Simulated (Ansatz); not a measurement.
Dissociation curve of Ga₂, triplet.

Levels of theory: UCCSDT = CCSDT on UHF/aug-cc-pVDZ, cores with 3d frozen (Ansatz, a program for electronic structure); ROCCSDT = CCSDT on ROHF/aug-cc-pVDZ, cores with 3d frozen run with Ansatz; FCI = full CI/aug-cc-pVDZ, cores with 3d frozen in Ansatz.

Energies relative to the lowest point of each curve near equilibrium, in kcal/mol:

```json
[
 {"R / Å": "2.64", "UCCSDT": "0.6", "ROCCSDT": "0.6"},
 {"R / Å": "2.80", "UCCSDT": "0.0", "ROCCSDT": "0.0"},
 {"R / Å": "2.86", "UCCSDT": "0.3", "ROCCSDT": "0.3"},
 {"R / Å": "3.01", "UCCSDT": "1.7", "ROCCSDT": "1.7"},
 {"R / Å": "3.31", "UCCSDT": "6.3", "ROCCSDT": "6.2"},
 {"R / Å": "3.70", "UCCSDT": "12.8", "ROCCSDT": "12.6"},
 {"R / Å": "4.09", "UCCSDT": "18.0", "ROCCSDT": "17.8"},
 {"R / Å": "4.53", "UCCSDT": "22.1", "ROCCSDT": "21.9"},
 {"R / Å": "5.31", "UCCSDT": "25.5", "ROCCSDT": "25.4"},
 {"R / Å": "5.90", "UCCSDT": "26.3", "ROCCSDT": "26.3"},
 {"R / Å": "6.58", "UCCSDT": "26.7", "ROCCSDT": "26.7"},
 {"R / Å": "7.93", "UCCSDT": "27.0", "ROCCSDT": "26.9"}
]
```

Problem. Estimate the FCI values at these points.

Solution. 2.64: 0.6; 2.80: 0.0; 2.86: 0.3; 3.01: 1.7; 3.31: 6.2; 3.70: 12.4; 4.09: 17.5; 4.53: 21.4; 5.31: 25.0; 5.90: 26.1; 6.58: 26.7; 7.93: 27.1 (kcal/mol).

The scan ran from 2.17 to 7.93 Å; beyond the distances shown full CI changes its symmetry label. The T1 diagnostic of CCSD on the restricted reference of ROCCSDT exceeds 0.045 at 3.70 to 4.09 Å.
